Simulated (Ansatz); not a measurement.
Compare A (`C=[CH][GeH]([NH2])[Cl]`) with its isomer B (`C[N](C)[Ge][Cl]`).

Calculated with Ansatz (gas phase, PBE0-D4/def2-TZVP geometries, no zero-point term in ΔE). CCSD(T)/CBS is the MP2 limit (def2-TZVPP, def2-QZVPP) plus CCSD(T) − MP2 in def2-TZVPP, frozen cores. Functionals use def2-TZVPP. B3LYP here is the variant with VWN-RPA as its local correlation; programs differ in this. For Ge outer-core shells are correlated without core-valence functions, which leaves a few kJ/mol of doubt a bond. Scalar relativity is left out up to krypton. Each species was taken in one conformer, which may not be the lowest.

Q: Which is lower in electronic energy at CCSD(T)/CBS, and by how much? (An estimate is asked.)

A: Ansatz gave: B, by 4.1 kcal/mol.

Q: Give E(B) − E(A) in kcal/mol with B3LYP-D4, MP2/def2-TZVPP, B2PLYP, HF/def2-TZVPP, PBE0-D4, CCSD(T)/def2-TZVPP, CCSD/def2-TZVPP. (An estimate is asked.)

A: Ansatz gave: B3LYP-D4 -9.4, MP2/def2-TZVPP -1.4, B2PLYP -5.9, HF/def2-TZVPP 2.1, PBE0-D4 -7.6, CCSD(T)/def2-TZVPP -1.4, CCSD/def2-TZVPP -0.7. The order is the other way round with HF/def2-TZVPP.

Largest T1 diagnostic: 0.014.

From PBE to PBE0 (25 % exact exchange), in def2-TZVPP and without D4, E(B) − E(A) moves by +3.3 kcal/mol. In def2-TZVPP, CCSD(T) changes the Hartree–Fock value by −3.5 kcal/mol (the triples alone add −0.6 kcal/mol) and MP2 by −3.6 kcal/mol.
